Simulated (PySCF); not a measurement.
**How methods differ on the electron affinity of Pb**

Pb- [Xe] 4f14 5d10 6s2 6p3 (4S) → Pb [Xe] 4f14 5d10 6s2 6p2 (3P), as a difference of total energies. Calculation: PySCF 2.14, in def2-TZVPPD with the def2 core potential (60 electrons); scalar relativity through the core potential. Correlated levels: valence: 5s2 5p6 5d10 frozen. The calculations carry no spin-orbit coupling.

```tsv
method	electron affinity (eV)
UHF	0.815
MP2 (valence)	1.137
SCS-MP2 (valence)	1.015
CCSD (valence)	1.150
CCSD(T) (valence)	1.176
```

Task: How much does correlation contribute at CCSD(T) (valence)?

Result: 1.176 − (0.815) = 0.361 eV, measured against UHF.

Spin-orbit coupling is strong in these open shells (close to jj coupling). The scalar numbers leave it out and a first-order estimate fails, so it can dominate the gap to the real levels.

Errors of the correlated levels include the incompleteness of this basis and the frozen core.

For comparison: 0.357 eV (measured; photodetachment measurements, as compiled on the Wikipedia data page of electron affinities).
